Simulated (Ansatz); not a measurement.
C$_{2}$H$_{8}$AlClSi, SMILES `[SiH3][CH2][AlH][CH2]Cl`, relaxed with RKS PBE-D4/def2-SVP in the Gaussian-basis code of Ansatz from a rough embedded geometry. The force threshold is 0.03 eV/Å; the program also tests the step.

Total charge 0; spin multiplicity 1.

Start:

```xyz
13

Si   -1.349    1.384   -0.385
C     0.178    1.309    0.565
Al    1.216   -0.265   -0.007
C     0.523   -2.147    0.182
Cl    1.636   -3.301   -0.415
H    -2.184    0.131   -0.196
H    -2.168    2.523    0.004
H    -1.064    1.449   -1.846
H    -0.036    1.220    1.605
H     0.781    2.237    0.372
H     2.722   -0.065   -0.619
H     0.255   -2.316    1.212
H    -0.509   -2.160   -0.473
```

| step | energy (eV) | largest force (eV/Å) | largest move (Å) |
| --- | --- | --- | --- |
| 1 | -29174.8549 | 4.035 | 0.000 |
| 2 | -29175.2452 | 1.857 | 0.096 |
| 3 | -29175.3251 | 0.465 | 0.061 |
| 4 | -29175.3368 | 0.109 | 0.036 |
| 5 | -29175.3386 | 0.037 | 0.026 |
| 6 | -29175.3388 | 0.014 | 0.011 |

End:

```xyz
13

Si   -1.401    1.409   -0.411
C     0.215    1.257    0.553
Al    1.308   -0.271   -0.037
C     0.512   -2.077    0.171
Cl    1.677   -3.369   -0.351
H    -2.247    0.181   -0.188
H    -2.217    2.614   -0.021
H    -1.128    1.500   -1.893
H    -0.058    1.124    1.624
H     0.786    2.207    0.467
H     2.749   -0.078   -0.698
H     0.217   -2.298    1.219
H    -0.413   -2.198   -0.435
```

It took 3.8 s on 4 threads of an AMD EPYC 9R45 on a shared host, with 0.19 GiB of host memory at the peak.
